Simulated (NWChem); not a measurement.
Species: GeH$_{3}$O$_{3}$ cation

```xyz
7

O     -1.6799     0.2200     0.0000
Ge    -0.0026     0.0096     0.0000
O      0.6055    -1.5799     0.0000
O      0.8442     1.4783     0.0000
H     -2.2377    -0.5765     0.0000
H      1.5618    -1.7502     0.0000
H      1.8149     1.4859     0.0000
```
Atoms are numbered in this order, from 1.

Level: PBE0/def2-SVP (NWChem), optimised geometry, unscaled harmonic frequencies. 

| frequency (cm⁻¹) | IR intensity (km/mol) |
|---|---|
| 209 | 46.0 |
| 220 | 25.8 |
| 227 | 2.7 |
| 290 | 3.0 |
| 371 | 110.3 |
| 420 | 292.3 |
| 748 | 3.4 |
| 779 | 264.2 |
| 818 | 141.8 |
| 897 | 10.2 |
| 908 | 96.5 |
| 933 | 23.2 |
| 3803 | 462.0 |
| 3813 | 175.1 |
| 3830 | 356.0 |

The zero-point energy is 26.1 kcal/mol, the thermal correction to the enthalpy at 298.15 K (with zero-point energy) is 30.4 kcal/mol and the heat capacity Cv is 19.5 cal/(mol K). The entropy at 298.15 K and 1 atm (symmetry number 1) is 76.0 cal/(mol K).

Rigid rotor and harmonic oscillator.
